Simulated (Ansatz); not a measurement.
Job for Ansatz (a quantum-chemistry and plane-wave program): R-wB97M-V/def2-TZVPP on FHSeTe (SMILES F[Te][SeH]), a point of a torsion scan. Elements past Kr take the def2 small-core potentials; no spin–orbit coupling.

Ansatz 0.2 input:
```yaml
crystal:
  periodic: [false, false, false]
  atoms:
    - {symbol: F, position_ang: [1.81098271, -0.68596443, 0.15093954]}
    - {symbol: Te, position_ang: [1.02517493, 1.07000064, -0.34737584]}
    - {symbol: Se, position_ang: [-1.27418327, 0.45193202, 0.41432966]}
    - {symbol: H, position_ang: [-1.92481549, 1.29619412, -0.56525953]}
basis:
  gaussian:
    orbitals: def2-TZVPP
hamiltonian:
  xc: {name: wB97M-V}
scf: {lower_state_search: off}
```

The log:

```
WARN ansatz: RAYON_NUM_THREADS=1 ignored (pool sized by the plan → 1); use --threads N
Functional definition: wB97M-V
these checks for a lower state are left out or cut short: stability, starts, cluster_reference, orbital_swaps, neighbouring_geometries, increment
integrals: 0.09 GiB planned
1021 factors; their error is unknown
integrals: 0.12 GiB planned
187 factors; integrals over basis functions are off by at most 5.7e-5 eV
mean field: 0.78 GiB planned
mean field evaluation 1: about -75370.0838 eV, gradient 3.4e1 eV
mean field evaluation 2: about -75368.2984 eV, gradient 5.2e1 eV
mean field evaluation 4: about -75372.1610 eV, gradient 1.1e0 eV
mean field evaluation 8: about -75372.1653 eV, gradient 5.7e-2 eV
mean field evaluation 16: about -75372.4468 eV, gradient 1.2e-3 eV
mean field -75372.44677457 eV, -2769.8863296863 hartree, gradient 8.5e-6 eV, S^2 0.000000; 0 other end points of the search recorded, 0 dependent functions left out
reference -75372.44681347 eV, -2769.8863311157 hartree; 34, 34 occupied and 109, 109 virtual orbitals, 1021 factors
Total energy: -75372.44681347 eV, -2769.8863311157 hartree
Checks for a lower state left out: stability, starts, cluster_reference, orbital_swaps, neighbouring_geometries, increment
```

Self-consistency was reached.

Cost: around 5 core-seconds (rough).
